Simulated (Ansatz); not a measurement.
Reaction (ligand exchange at a B–N bond): `BN(C)C=C` + `OCO[SiH3]` → `BOCO[SiH3]` + `C=CNC`

Isolated molecules relaxed with PBE0-D4/def2-TZVP in Ansatz; ΔE leaves out vibrations. CBS: MP2 limit from def2 TZ/QZ plus the TZ coupled-cluster correction, frozen cores. DFT in def2-TZVPP. B3LYP here is the variant with VWN-RPA as its local correlation; programs differ in this. Each species was taken in one conformer, which may not be the lowest.

`BN(C)C=C`:

```xyz
13

B    -1.563   -0.042    1.073
N    -0.421    0.073    0.274
C     0.028    1.344   -0.257
C     0.348   -1.044   -0.053
C     1.448   -1.054   -0.802
H    -1.873   -1.124    1.475
H    -2.191    0.942    1.329
H     0.049    1.321   -1.350
H     1.038    1.576    0.097
H    -0.652    2.126    0.071
H    -0.039   -1.963    0.373
H     1.871   -0.164   -1.247
H     1.957   -1.991   -0.984
```

`OCO[SiH3]`:

Z-matrix (Å, degrees):
```
C
O 1 1.405
O 1 1.381 2 110.1
H 1 1.095 2 110.7 3 -117.0
H 1 1.101 2 108.9 3 122.7
Si 2 1.645 1 124.2 3 174.7
H 3 0.962 1 108.3 2 61.2
H 6 1.490 2 110.9 1 60.8
H 6 1.480 2 106.4 1 -179.3
H 6 1.489 2 110.7 1 -59.2
```

`BOCO[SiH3]`:

Cartesian coordinates in Å:
```
B -2.162 0.510 -0.481
O -0.905 0.719 -0.049
C -0.311 -0.103 0.934
O 0.650 -0.917 0.368
Si 1.967 -0.340 -0.457
H -2.822 -0.368 0.005
H -2.567 1.235 -1.339
H 0.131 0.570 1.678
H -1.070 -0.741 1.397
H 2.528 0.834 0.266
H 1.621 0.057 -1.843
H 2.939 -1.456 -0.480
```

`C=CNC`:

```xyz
11

C     1.474   -1.225   -0.555
C     0.755   -0.125   -0.322
N    -0.615   -0.032   -0.253
C    -1.212    0.991    0.569
H     1.014   -2.201   -0.666
H     2.547   -1.159   -0.667
H     1.255    0.835   -0.210
H    -1.088   -0.923   -0.221
H    -1.087    0.822    1.648
H    -0.763    1.956    0.326
H    -2.279    1.061    0.352
```

(1) Is it downhill or uphill in electronic energy at CCSD(T)/CBS, and by how much? (Estimate.)

(2) What do these levels give: revPBE-D4, BLYP-D4, B97M-V, B3LYP-D4, r2SCAN0-D4, ωB97M-V, BLYP, r2SCAN0, BHLYP, CCSD/def2-SVP, HF/def2-TZVPP, CCSD/def2-TZVPP? (Best estimate.)

Largest T1 diagnostic among the species: 0.013.

Answers

(1) Ansatz gave: Uphill: ΔE = +15.2 kJ/mol.

(2) Ansatz gave: revPBE-D4 12.8, BLYP-D4 6.6, B97M-V 8.8, B3LYP-D4 7.1, r2SCAN0-D4 10.9, ωB97M-V 9.8, BLYP 2.7, r2SCAN0 10.6, BHLYP 4.5, CCSD/def2-SVP 3.6, HF/def2-TZVPP -2.4, CCSD/def2-TZVPP 12.5 kJ/mol.

Leaving LDA and LC-ωPBE aside and taking each functional with its dispersion term where it has one, the values, not all of them listed here, spread over 7.7 kJ/mol, from CAM-B3LYP-D4 to PBE-QIDH. LDA lies +7.5 kJ/mol from PBE without D4. At CCSD(T), def2-SVP lies −10.2 kJ/mol from the extrapolated value and def2-TZVPP −0.6 kJ/mol. In def2-TZVPP, CCSD(T) changes the Hartree–Fock value by +17.1 kJ/mol (the triples alone add +2.1 kJ/mol) and MP2 by +19.2 kJ/mol.
